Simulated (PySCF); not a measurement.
# Be (beryllium, neutral) across methods

[He] 2s1 3s1, 3s spin antiparallel (an excited configuration). Calculation: PySCF 2.14, in aug-cc-pVDZ; no relativity, point nucleus. The B2PLYP total includes its PT2 part (frozen core); its orbital energies are those of the SCF part.

```csv
method,E (hartree),mean ε 1s α (eV),mean ε 3s β (eV),mean ε 2s α (eV),Σ⟨r²⟩ (bohr²),⟨S²⟩
wB97X,-14.6617,-113.94,-8.648,-8.648,17.09,0.000
LDA,-14.4436,-104.46,-5.618,-5.618,17.15,0.000
UHF,-14.57238,-128.80,-8.419,-8.419,17.37,0.000
PBE,-14.6277,-106.12,-5.640,-5.640,16.91,0.000
revPBE,-14.6624,-106.29,-5.640,-5.640,16.89,0.000
r2SCAN,-14.6475,-108.61,-5.767,-5.767,17.04,0.000
B2PLYP,-14.6471,-118.60,-7.209,-7.209,17.06,0.000
r2SCAN0,-14.6494,-113.74,-6.565,-6.565,17.01,0.000
```

(1) Estimate the same row for PBE0.

The outer electron is Rydberg-like, and this basis confines it to a smaller radius and binds it less than a complete one would. With the s spin flipped the determinant is a mixture of two multiplicities, not a spectroscopic state.

Answers

(1) E (hartree) = -14.6352; mean ε 1s α (eV) = -111.93; mean ε 3s β (eV) = -6.514; mean ε 2s α (eV) = -6.514; Σ⟨r²⟩ (bohr²) = 16.87; ⟨S²⟩ = 0.000.
